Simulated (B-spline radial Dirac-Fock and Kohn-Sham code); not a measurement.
# Core-level shifts of beryllium with charge state

Method: Dirac-Fock energy differences between relaxed states, corrected for Breit and QED terms. Computed with a radial B-spline solver. Each ion is free and in its tabulated ground configuration. Correlation energy is missing from these numbers.

Reference: Be, [He] 2s2, with 1s 123.3 eV. Shifts from it, in eV (a dash: the subshell is empty, belongs to an open shell averaged over j, or its hole state is left out as unreliable):

```csv
ion,configuration,1s
Be⁺,[He] 2s1,–
Be²⁺,1s2,+29.4
Be³⁺,1s1,?
```

Task: Give the missing shifts for Be³⁺.

Result: 1s +94.4 (eV).
